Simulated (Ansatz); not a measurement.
The geometry has C3 symmetry (within 0.05 Å) and had no frequency check at the DFT level, so a distortion to lower symmetry isn't ruled out.

Species: H$_{3}$GeO$_{3}$, SMILES `[OH][Ge]([OH])[OH]` (charge 0, multiplicity 2).

Question: Give a relaxed geometry from B3LYP-D3(BJ)/def2-SVP in Ansatz (a quantum-chemistry and plane-wave program).

Answer: Several could match; the one computed here: the end point of this relaxation, one of several conformers (outside a Z-matrix the atoms follow the SMILES, hydrogens last).
Cartesian coordinates (Å) in one orientation:
```xyz
7

O     -0.989    -1.073    -0.797
Ge    -0.240    -0.056     0.476
O     -0.300     1.630    -0.133
O      1.495    -0.509     0.520
H     -1.865    -0.750    -1.055
H      0.276     2.223     0.372
H      1.622    -1.464     0.619
```
